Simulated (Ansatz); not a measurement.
`[SH][Zr]([SH])([SH])[Cl]` + `N[SiH](N)Cl` → `[SH][Zr]([SH])([Cl])[Cl]` + `N[SiH](N)S`  (redistribution)

Program: Ansatz. Geometries: PBE0-D4/def2-TZVP. ΔE: electronic, gas phase. CCSD(T)/CBS adds triple-zeta CCSD(T) − MP2 to the extrapolated MP2 energy (def2 sets, frozen cores). def2 core potentials past Kr. For Zr outer-core shells are correlated without core-valence functions, which leaves a few kJ/mol of doubt a bond. Each species was taken in one conformer, which may not be the lowest.

`[SH][Zr]([SH])([SH])[Cl]`:

```xyz
8

S    -1.913   -0.501    0.962
Zr   -0.118    0.377   -0.401
S     1.899    0.417    0.946
S     0.146   -1.234   -2.183
Cl   -0.612    2.506   -1.210
H    -1.963    0.662    1.647
H     1.341   -0.476    1.788
H     1.220   -1.750   -1.551
```

`N[SiH](N)Cl`:

Z-matrix (Å, degrees):
```
Si
N 1 1.697
Cl 1 2.073 2 116.7
N 1 1.699 2 107.9 3 116.3
H 1 1.482 2 105.8 3 -115.6
H 2 1.007 1 120.2 3 82.6
H 2 1.008 1 120.5 3 -65.1
H 4 1.005 1 121.2 2 -154.5
H 4 1.006 1 120.9 2 52.5
```

`[SH][Zr]([SH])([Cl])[Cl]`:

Cartesian coordinates in Å:
```
S 1.327 -1.664 -0.998
Zr 0.046 -0.168 0.390
S -1.695 0.652 -1.070
Cl -0.881 -1.345 2.169
Cl 1.339 1.636 1.101
H 1.997 -0.599 -1.488
H -2.134 1.488 -0.105
```

`N[SiH](N)S`:

```xyz
10

N     0.527    0.804    1.231
Si    0.080   -0.294    0.002
N    -1.567   -0.004   -0.320
S     0.955   -0.121   -1.955
H     0.415    1.796    1.092
H     1.329    0.602    1.807
H     0.506   -1.621    0.526
H    -2.011   -0.369   -1.145
H    -2.214    0.150    0.435
H     1.979   -0.943   -1.673
```

```json
{"species": "`[SH][Zr]([SH])([SH])[Cl]`", "CCSD(T)/CBS(def2) energy (Eh)": "-1702.11421"}
{"species": "`N[SiH](N)Cl`", "CCSD(T)/CBS(def2) energy (Eh)": "-861.39897"}
{"species": "`[SH][Zr]([SH])([Cl])[Cl]`", "CCSD(T)/CBS(def2) energy (Eh)": "-1763.54740"}
{"species": "`N[SiH](N)S`", "CCSD(T)/CBS(def2) energy (Eh)": "-799.97278"}
```

Q: Work out ΔE.

A: ΔE = (-1763.54740) + (-799.97278) − (-1702.11421) − (-861.39897) = -0.00700 Eh = -18.4 kJ/mol.

Largest T1 diagnostic among the species: 0.018.

Leaving LDA and LC-ωPBE aside and taking each functional with its dispersion term where it has one, the values, not all of them listed here, spread over 3.4 kJ/mol, from ωB97X-V to PBE-QIDH. At CCSD(T), def2-SVP lies −4.1 kJ/mol from the extrapolated value and def2-TZVPP +0.8 kJ/mol.
